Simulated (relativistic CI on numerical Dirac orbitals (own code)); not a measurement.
**Hf¹⁹⁺: q coefficients and field-shift factors**

These numbers are calculated, not measured: Dirac-Coulomb-Breit CI, orbitals from a KLI potential per configuration, derivatives by finite differences, unscaled Slater integrals, QED left out (own radial code, finite nucleus).

Configuration list (outside the closed core [Kr] 4d10): 4f7.

With x = (α/α₀)² − 1 an excitation energy changes as ω = ω₀ + qx; K = 2q/ω₀ is the relative enhancement. Terms are leading LS components, so labels can repeat. The field-shift factor is F = δν/δ⟨r²⟩ for the transition from the lowest level.

Lowest level 4f7 8S°_7/2.

```tsv
Level	ω₀ (cm⁻¹)	q (cm⁻¹)	F (GHz/fm²)
4f7 6P°_7/2	62601.6	-13750	0.0754
4f7 6P°_5/2	66104.0	-7126	0.344
4f7 6P°_3/2	69037.4	-2749	0.528
4f7 6I°_7/2	70246.7	-9503	0.3
4f7 6I°_9/2	72431.2	-5257	0.477
4f7 6I°_17/2	72568.1	-3711	0.555
4f7 6I°_11/2	74108.9	-1610	0.628
4f7 6I°_15/2	74718.5	126.7	0.706
4f7 6I°_13/2	74913.8	-11.67	0.698
4f7 6D°_9/2	81218.5	-5308	0.555
4f7 6D°_7/2	86113.1	422.6	0.803
4f7 6D°_1/2	86866.0	4839	0.964
4f7 6D°_3/2	88070.0	6186	1.02
4f7 6D°_5/2	88342.0	5443	1
4f7 4G°_7/2	96059.7	-16430	0.285
4f7 6G°_5/2	100243.9	-14290	0.4
4f7 6G°_11/2	102314.2	-10540	0.563
4f7 6G°_9/2	103164.1	-7104	0.691
4f7 6G°_3/2	104956.6	-7748	0.678
4f7 4N°_17/2	106059.9	-15400	0.437
4f7 6G°_7/2	108144.5	-3441	0.866
4f7 6G°_13/2	108452.5	-5366	0.811
4f7 4G°_9/2	109767.4	-9893	0.651
```

At this charge energies of transitions that change n are usually good to better than 1 %, and those within a shell (Δn = 0) to a few per cent. Terms inside the open d or f shell come out 10 to 20 % too wide with unscaled integrals.

Task: Which transition from the lowest level has the largest |K|?

Result: 4f7 6P°_7/2 at 62601.6 cm⁻¹, K = -0.439.
